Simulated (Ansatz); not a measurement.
A nudged elastic band was laid between two geometries of CH$_{5}$BO$_{2}$ (9 atoms, charge 0, multiplicity 1).

The calculation used Ansatz, RKS revPBE-D4/def2-SVP.

```json
{
  "movable images": "7",
  "climbing image": "yes",
  "spring": "5.0 eV/Å²",
  "optimiser": "quadratic models (default)",
  "start path": "through a guess of the saddle point",
  "force threshold": "0.05 eV/Å",
  "iteration limit": "60",
  "end points": "relaxed"
}
```

Initial state:

```xyz
9
Properties=species:S:1:pos:R:3
B 0.662 0.567 -0.694
C -0.545 0.130 0.206
O 0.747 -0.932 -0.011
O -0.638 0.500 1.496
H 0.536 0.507 -1.908
H 1.495 1.302 -0.200
H -1.415 -0.438 -0.188
H 0.468 -1.568 -0.701
H -1.221 -0.116 1.983
```

Final state:

```xyz
9
Properties=species:S:1:pos:R:3
B 0.379 0.990 -0.443
C -0.175 -0.470 -0.364
O 0.546 -1.487 0.186
O -0.721 0.574 0.761
H -0.122 1.772 -1.227
H 1.478 1.205 0.039
H -1.105 -0.776 -0.880
H -0.048 -2.240 0.377
H -0.144 0.387 1.532
```

Problem. What changes between the two ends?

Solution. Bonds broken: B1–O3. Bonds formed: B1–O4. The dihedral H7–C2–O4–H9 goes from 27 to 143°.

Problem. What energy profile does the band end with?

Solution. The run converged. The highest image is number 3 of 0 to 8, 27.7 kJ/mol above the first end and 34.3 kJ/mol above the last; the last end lies 6.7 kJ/mol below the first. The profile has 2 maxima (images 3, 6) with wells between them (image 4): this band takes more than one step, which may be the mechanism or a detour left from its start path. A structure lower than the last end lies on the path between it and the top, so the climb from that side starts below the end, which may itself be a saddle point or a shallow side well. A vibrational analysis at the climbing image gives one clearly imaginary mode, 541i cm⁻¹: a first-order saddle point. The orbitals stay closed-shell, which can raise the energy where a bond breaks towards radicals; this wasn't checked here.

```tsv
image	path coordinate (Å)	energy (kJ/mol)	B1–O3 (Å)	B1–O4 (Å)	dihedral H7–C2–O4–H9 (°)
0	0.00	0.0	1.65	2.55	27
1	0.35	5.2	1.70	2.53	51
2	0.69	18.5	1.74	2.54	79
3	1.04	27.7	1.76	2.60	112
4	1.81	-7.7	1.62	2.64	173
5	2.59	9.8	1.93	2.62	-169
6	3.36	25.6	2.30	2.53	-175
7	4.14	16.7	2.49	2.25	173
8	4.92	-6.7	2.56	1.68	143
```

Problem. What is the geometry of the highest image?

Solution. 
```xyz
9
Properties=species:S:1:pos:R:3
B 0.633 0.640 -0.666
C -0.628 0.086 0.081
O 0.524 -0.929 0.135
O -0.980 0.464 1.370
H 0.735 0.464 -1.867
H 1.422 1.324 -0.048
H -1.482 -0.384 -0.459
H 0.362 -1.602 -0.557
H -0.497 -0.109 1.994
```

The run took 8.4 min on 1 thread of Intel(R) Xeon(R) Processor @ 2.50GHz (Skylake/Cascade Lake), with other jobs on the host, peak memory 0.15 GiB.
